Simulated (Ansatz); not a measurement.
The C2–H3 bond of CH4OSn (SMILES [CH3][Sn][OH]) is stretched (multiplicity 1, the rest rigid).
Geometry at rest (charge 0, multiplicity 1):
```tsv
atom	x (Å)	y (Å)	z (Å)
Sn	0.0224	-0.0636	0.3886
C	0.4195	1.6072	-0.9817
H	-0.2020	2.4693	-0.7259
H	0.2008	1.2878	-2.0005
H	1.4642	1.9210	-0.9117
O	-0.5375	-1.2505	-1.1305
H	-0.7986	-2.1366	-0.8572
```

Correlated levels freeze the cores. Filled d and f shells under p-block atoms count as core.

Programs: Ansatz (Gaussian orbitals). Values without a source in brackets are computed. In def2 rows elements past Kr take small-core potentials, without spin–orbit coupling.

Energies above the point at 1.093 Å (the B3LYP-D3(BJ) bond length), FIC-MRCISD+Q on CASSCF(2,2)/def2-TZVPP (kcal/mol): 5.60 at 0.984 Å; 3.67 at 1.202 Å; 111.07 at 3.498 Å.

**Question.** Take the last value as the depth D of a Morse curve D(1 − e^(−a(R − R₀)))², fit a and R₀ to the two near points, and test it at 1.476 and 1.913 Å.

**Answer.** 
With D = 111.1, both near points (counted from the curve's value at 1.093 Å) are met by a = 1.84 Å⁻¹ and R₀ = 1.094 Å, so k = 2Da² = 755 kcal/(mol Å²). The curve then gives 28.4 and 67.4 kcal/mol; the level itself gives 28.3 and 69.3, so Morse is off by 0.1 and -1.9.

Ansatz is a first-principles code.
